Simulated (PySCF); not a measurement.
Cd(F)(Et) (C2H5CdF), SMILES [Cd]([F])[CH2]C.

Coordinates come from a B3LYP-D3(BJ)/def2-SVP optimisation. The structure was generated by enumeration; whether it is a known compound was not checked. The def2 effective core potentials stand for the cores of Cd; spin–orbit coupling is left out. The values are those of a single conformer.

Two levels are set side by side: TDDFT-PBE/def2-SVPD (PySCF) and TDDFT-CAM-B3LYP/def2-SVPD (PySCF). Vertical, same geometry. The lowest singlet is HOMO→LUMO 58 %, HOMO−2→LUMO 21 %, HOMO→LUMO+1 15 % with PBE and HOMO→LUMO 86 % with the other functional; states are paired by order. Differences are taken from unrounded values.

| quantity | TDDFT-PBE |
|---|---|
| lowest singlet excitation (eV) | 5.85 |
| lowest triplet excitation (TDA) (eV) | 4.67 |
| first bright state (f over 0.05) (eV) | 5.85 |
| its oscillator strength | 0.15 |

**Question.** These are the TDDFT-PBE values. What does TDDFT-CAM-B3LYP give? (Estimate from the structure and the level; the computed values follow.)

**Answer.** 
```tsv
quantity	TDDFT-CAM-B3LYP	TDDFT-PBE minus TDDFT-CAM-B3LYP
lowest singlet excitation (eV)	6.29	-0.44
lowest triplet excitation (TDA) (eV)	4.93	-0.26
first bright state (f over 0.05) (eV)	6.29	-0.44
its oscillator strength	0.26	-0.11
```

A lower first singlet is the usual sign of a functional without exact exchange. Differences between two approximate levels are no errors against the true value.

Rough cost on one machine, each run with all the roots and properties that it gave: TDDFT-CAM-B3LYP against TDDFT-PBE about 7 times.
